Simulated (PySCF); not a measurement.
The numbers below are computed, except where a source is named.
## Si3H7O3

The system: Si3H7O3, a small molecule (built as: Si site whose three back bonds go to OSiH3, OSiH3, OH); neutral, doublet. The structure, one conformer, was relaxed in the gas phase by PBE0-D3(BJ)/def2-SVP. No frequency run checks that it is a minimum.

SMILES: O[Si](O[SiH3])O[SiH3]

Coordinates in Å:
```
Si1     0.497   -1.008    0.618
O2      0.000   -1.623   -0.836
Si3    -1.214   -1.348   -1.948
O4     -0.216    0.472    0.799
Si5    -0.030    1.940    1.566
O6      2.133   -0.737    0.625
H7     -2.552   -1.464   -1.296
H8     -1.075    0.011   -2.550
H9     -1.088   -2.380   -3.015
H10     0.457    2.957    0.590
H11     0.945    1.824    2.691
H12    -1.356    2.360    2.100
H13     2.711   -1.503    0.551
```

EPR values by unrestricted B3LYP, IGLO-III on O Si, pcH-1 on H.

(1) Predict g and the largest hyperfine couplings. Where does the spin sit?

(2) How do the isotropic couplings move with BHandHLYP?

## Answers

(1) g = 2.0005, 2.0010, 2.0021. The spin sits on Si1 (85 %, bonded to 3 O) by Mulliken populations.
| atom | isotope | isotropic (MHz) | dipolar, principal values (MHz) |
| --- | --- | --- | --- |
| Si1 | 29Si | -1111.4 | -108.5, 53.7, 54.8 |
| O2 | 17O | -90.0 | -21.4, 10.3, 11.1 |
| O4 | 17O | -69.3 | -21.0, 10.1, 10.9 |
| O6 | 17O | -44.1 | -34.7, 16.8, 17.9 |
| H13 | 1H | -8.0 | -10.9, -4.0, 14.9 |
| Si3 | 29Si | -5.2 | -4.1, 1.8, 2.2 |

(2) Si1 -1111.4 to -1139.6 MHz, O2 -90.0 to -89.1 MHz, O4 -69.3 to -69.5 MHz, O6 -44.1 to -47.3 MHz.

The geometry optimisation stopped short of its threshold.
